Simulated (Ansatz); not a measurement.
Reactions of C₂H₁₀SiSn (`C[CH2][SnH2][SiH3]`).

Computed with Ansatz on PBE0-D4/def2-TZVP structures; ΔE is electronic, products minus reactants. CBS: MP2 limit from def2 TZ/QZ plus the TZ coupled-cluster correction, frozen cores. This one scheme is used for every species, atoms too. Double bonds are as drawn, so ΔE can hold a change between cis and trans. Open shells (•) are unrestricted, without spin–orbit coupling. Spin–orbit coupling would lower the free atoms: a little for C, Si; strongly for Sn. def2 core potentials past Kr. For Sn outer-core shells are correlated without core-valence functions, so the limit isn't a true one: a few kJ/mol of doubt a bond, and 10 to 20 or more in all where bonds break to atoms. One conformer a species, not always the lowest.

Problem. Order these by ΔE at CCSD(T)/CBS, lowest first. (Best estimate.)
A. `C[CH2][SnH2][SiH3]` + `C/N=C\N` → `C/N=C/N[SiH3]` + `C[CH2][SnH3]`
B. `C[CH2][SnH2][SiH3]` + `[OH][AlH2]` → `[AlH2][O][SnH2][SiH3]` + `CC`
C. `C[CH2][SnH2][SiH3]` → 2 C• + 10 H• + Si• + Sn•
D. `C[CH2][SnH2][SiH3]` + HCl → `[SiH3][SnH2][Cl]` + `CC`

Solution. D (-115.9 kJ/mol), B (-54.3 kJ/mol), A (-31.0 kJ/mol), C (+4500.1 kJ/mol).

Largest T1 diagnostic: 0.014, for `[AlH2][O][SnH2][SiH3]`.
